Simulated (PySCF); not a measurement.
SMILES C=Cc1ccc([SiH3])s1 (C₆H₈SSi), singlet at its GFN2-xTB optimised geometry (Å):

```
16

C     -0.1470     3.1329     0.0096
C      0.7917     2.1911    -0.0002
C      0.5414     0.7757    -0.0006
C      1.4727    -0.2313    -0.0007
C      0.9012    -1.5137     0.0000
C     -0.4660    -1.5137     0.0000
Si    -1.6479    -2.9674     0.0073
S     -1.0663     0.1129     0.0000
H     -1.1946     2.8804     0.0176
H      0.1007     4.1795     0.0096
H      1.8403     2.4623    -0.0079
H      2.5332    -0.0477    -0.0008
H      1.4783    -2.4222     0.0003
H     -2.4392    -2.9360     1.2388
H     -2.5332    -2.8702    -1.1550
H     -0.8313    -4.1795    -0.0569
```

Calculation: PySCF 2.14.0 with PBE0/def2-TZVP. Cells within 0.4 Å of a nucleus heavier than hydrogen are left out (blank, or x).

Map of the Laplacian of the electron density (e/bohr⁵), clipped to [-1.50, 1.50] on the plane z = 0.0 Å:

```
|55555555555555555555555555555|
|55555555555555555555555555555|
|55555555555555555555555555555|
|55555555555555555555555555555|
|55555555555555555555555555555|
|55555555555555055555555555555|
|55555555555555155555555555555|
|5555555555554xx55555555555555|
|55555555555213x25445555555555|
|555555555555555xx105555555555|
|5555555555555554x555555555555|
|55555555555555524555555555555|
|555555555554554x8555555555555|
|555555555549x33x0455555555555|
|55555555554xx6553x20355555555|
|55555555555564555x44555555555|
|55555555555543553355555555555|
|5555555555554x12x455555555555|
|5555555555552x44x255555555555|
|55555555557645554055555555555|
|5555555557xx65555555555555555|
|5555555556xx55555555555555555|
|55555555555435555555555555555|
|55555555555404555555555555555|
|55555555555555555555555555555|
|55555555555555555555555555555|
|55555555555555555555555555555|
|55555555555555555555555555555|
|55555555555555555555555555555|
```
Scale: ten equal steps from -1.50 (start of '0') to 1.50 (end of '9'), in the order '0123456789'; x runs from -6.50 to 6.50, y from -6.50 (bottom) to 6.50 (top).
